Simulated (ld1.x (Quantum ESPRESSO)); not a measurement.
Tl: excitation energies, all-electron against TM

```
Element                 : thallium
Generator               : ld1.x (Quantum ESPRESSO) 7.5
Type                    : norm-conserving Troullier–Martins (Kleinman–Bylander form)
Functional              : PBE
Relativity              : fully relativistic
Frozen core             : [Xe] 4f14 5d10
Valence charge          : 3
Reference configuration : 6s2 6p1
Partial waves           : 6p (bound): rc 2.85 bohr; 6s (bound): rc 2.15 bohr
Local potential         : the s channel
Core correction         : Bessel-smoothed model core inside 1.20 bohr
```

Open shells are filled in proportion to 2j + 1 (rel_dist='average').

Energies are relative to the spin-unpolarised reference configuration 6s2 6p1; without spin polarisation the order of configurations can differ from experiment. The frozen-core shift is the all-electron ΔE with the core orbitals held at their reference shape minus the fully relaxed ΔE.

```tsv
valence configuration	charge	ΔE all-electron (eV)	error AE − PS (meV)	frozen-core shift (meV)
6s1 6p0	+2	26.058	-398	+430
6s2 6p0.5	+0.5	1.901	-5.0	+5.3
6s1 6p1	+1	13.422	-129	+140
6s0 6p3	0	14.954	-178	+182
6s2 6p1.3	-0.3	-0.519	-0.6	+0.7
6s1 6p2	0	7.284	-46	+47
```

**Question.** What are ΔE and the potential's error for 6s2 6p0?

**Answer.** ΔE = 5.273 eV all-electron; the error (AE − PS) is -30 meV.
